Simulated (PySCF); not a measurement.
# Relaxation of triplet PtS(OH)₂

Level of theory: UPBE0/[Pt def2-SVP with ECP60, S def2-SVP, O def2-SVP, H def2-SVP], scalar-relativistic core potentials, density fitting, no spin–orbit coupling, PySCF. A (50,194) grid was used.

A hand-made T-shaped (ligand arrangement 1) (heavy-atom frame) start, with no symmetry imposed:

Coordinates in bohr (charge 0 multiplicity 3):
```
Pt    0.2486    0.0054   -0.2583
S    -3.6417    0.0054   -0.1225
O     0.2486    0.0054    3.2566
O     3.7615    0.0054   -0.1357
H    -1.1411    0.0054    4.4227
H     4.9269   -1.3843   -0.0951
```

**Question.** What does it relax to?

**Answer.** It ends at Cs with O–H 0.968 Å (×2), Pt–O 1.915 Å (×2), Pt–S 2.123 Å; H–O–Pt 112.8° (×2), O–Pt–O 151.5°, O–Pt–S 104.3° (×2) (after a last refinement on a finer grid). The frequency run here used a shortcut that can spoil soft modes, so no verdict on minimum or saddle point is given. Other isomers or separated fragments may lie lower.

**Question.** How much energy is released, and in how many steps?

**Answer.** 123.0 kJ/mol in 31 steps.

With open d or f shells other occupations or spin states may lie lower. No spin–orbit coupling is included, which matters more the heavier the element.

The relaxation took roughly 6 core-minutes on a shared host.
